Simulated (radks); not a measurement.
Valence configurations of the bismuth ion Bi+. All-electron calculation, Dirac Kohn-Sham, PBEsol, spin-unpolarised, spherical densities, finite nucleus; open shells are shared between the two j in proportion to 2j + 1; Fermi nuclear charge, rms radius 5.5211 fm. Program: a radial shooting solver on a logarithmic mesh with Libxc functionals. Order these by energy: [Hg] 6p2; [Xe] 4f14 5d9 6s1 6p4; [Xe] 4f14 5d10 6s1 6p3; [Xe] 4f14 5d10 6s1.5 6p2.5; [Xe] 4f13 5d10 6s2 6p3; [Xe] 4f14 5d10 6p4; [Xe] 4f14 5d9 6s2 6p3; [Xe] 4f14 5d8 6s2 6p4.

Answer. From the lowest, in eV above it: [Hg] 6p2 0.000; [Xe] 4f14 5d10 6s1.5 6p2.5 5.269; [Xe] 4f14 5d10 6s1 6p3 10.606; [Xe] 4f14 5d10 6p4 21.479; [Xe] 4f14 5d9 6s2 6p3 25.081; [Xe] 4f14 5d9 6s1 6p4 36.505; [Xe] 4f14 5d8 6s2 6p4 53.428; [Xe] 4f13 5d10 6s2 6p3 157.89. NIST lists [Hg] 6p2 as the ground configuration; this level of theory agrees among the configurations tried. The energies are those of spherical spin-averaged densities, not of single terms.
